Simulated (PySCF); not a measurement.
1-bromo-1-fluoropropa-1,2-diene (C₃H₂BrF), SMILES C=C=C(F)Br. Atoms are numbered in the order given.

```xyz
7

C     -0.8173     2.7734     0.0000
C     -0.1385     1.6562     0.0000
C      0.5179     0.5271     0.0000
F      1.8385     0.4339     0.0000
Br    -0.3341    -1.1477     0.0000
H     -1.1130     3.2621    -0.9361
H     -1.1130     3.2621     0.9361
```

Coordinates come from a PBE0-D3(BJ)/def2-SVP optimisation.

These are PySCF with B3LYP/pcSseg-1 values and carry that method's errors.

GIAO shieldings, no solvent; atoms alike by connectivity are averaged. δ = σ(ref) − σ: ¹³C against TMS (σ = 181.3 ppm); ¹⁹F against CFCl3 (σ = 161.7 ppm); ¹H against TMS (σ = 31.68 ppm), references at their B3LYP-D3(BJ)/def2-TZVP geometries, non-relativistic (without spin–orbit terms, shifts of atoms bonded to Cl or Br come out too high).

| nucleus | atoms | count | δ (ppm) |
|---|---|---|---|
| ¹³C | C2 | 1 | 217.7 |
| ¹³C | C3 | 1 | 150.9 |
| ¹³C | C1 | 1 | 100.9 |
| ¹⁹F | F4 | 1 | -115.3 |
| ¹H | H6, H7 | 2 | 6.18 |
